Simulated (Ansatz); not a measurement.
Program: Ansatz. Geometries: PBE0-D4/def2-TZVP. ΔE: electronic, gas phase. CBS: MP2 limit from def2 TZ/QZ plus the TZ coupled-cluster correction, frozen cores. This one scheme is used for every species. Functionals use def2-TZVPP. For Br outer-core shells are correlated without core-valence functions, which leaves a few kJ/mol of doubt a bond. Scalar relativity is left out up to krypton. One conformer a species, not always the lowest.

`Cl[SiH2]Cl` + `ClBBr` → `Cl[SiH2]BBr` + Cl₂  (formal exchange of groups at the Si–Cl bond)

```csv
level,ΔE (kJ/mol)
PBE,355.2
HF/def2-TZVPP,391.2
```

Q: What does CCSD(T)/CBS give? (An estimate is asked.)

A: The calculation gave: +373.1 kJ/mol. The listed levels differ from it by -17.9, 18.1 kJ/mol.

Largest T1 diagnostic among the species: 0.011.

From r2SCAN to r2SCAN0 (25 % exact exchange), in def2-TZVPP and without D4, ΔE moves by +5.9 kJ/mol. Leaving LDA and LC-ωPBE aside and taking each functional with its dispersion term where it has one, the values, not all of them listed here, spread over 35.6 kJ/mol, from BLYP-D4 to PBE-QIDH. LDA lies +9.9 kJ/mol from PBE without D4.
